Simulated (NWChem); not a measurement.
System: C2H4O3Si; SMILES C=C1O[SiH](O1)O

```xyz
10

C      0.3117     2.5021     0.0000
C      0.0464     1.1891     0.0000
O     -0.1248     0.3557     1.1019
Si    -0.4390    -0.9262     0.0000
O      0.5856    -2.2165     0.0000
O     -0.1248     0.3557    -1.1019
H      0.4174     3.0330     0.9530
H      0.4174     3.0330    -0.9530
H     -1.8013    -1.5089     0.0000
H      1.5408    -2.0216     0.0000
```
Atoms are numbered in this order, from 1.

Program: NWChem. Pople sets run with spherical d functions. All runs use the structure optimised with PBE-D3(BJ)/def2-SVP. Level: PBE/6-31G* with SMD (1 M gas to 1 M solution), gas-phase geometry. Reactions with the solvent are ignored.

Question: What does the run give for solvent ethanol? Quantities: solvation free energy (kcal/mol); cavity-dispersion-structure term (kcal/mol); dipole in solution (D).

Answer: 
```
Quantity                                     Result
-------------------------------------------  ------
solvation free energy (kcal/mol)               -6.5
cavity-dispersion-structure term (kcal/mol)     2.4
dipole in solution (D)                         1.96
```
